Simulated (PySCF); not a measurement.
BH2, SMILES [BH2+], charge +1. Coordinates come from a r2SCAN-D4/def2-TZVPD optimisation.

These are r2SCAN-D4/def2-TZVPD (PySCF) values and carry that method's errors.

Harmonic wavenumbers (cm⁻¹): 999, 999, 2657, 2953. Rotational constants (GHz): 180.8 (linear); symmetry number 2.

**Question.** Work out the zero-point energy and the ideal-gas rigid-rotor harmonic-oscillator thermochemistry at 298.15 K and 1 atm.

**Answer.** ZPE = ½ Σ hcν = ½ × 7608 cm⁻¹ = 10.88 kcal/mol. H − E(el) = 13.00 kcal/mol. Entropy in cal/(mol K): translation 33.60, rotation 7.64, vibration 0.19, total 41.42. G − E(el) = 0.65 kcal/mol. Cp = 7.71 cal/(mol K).
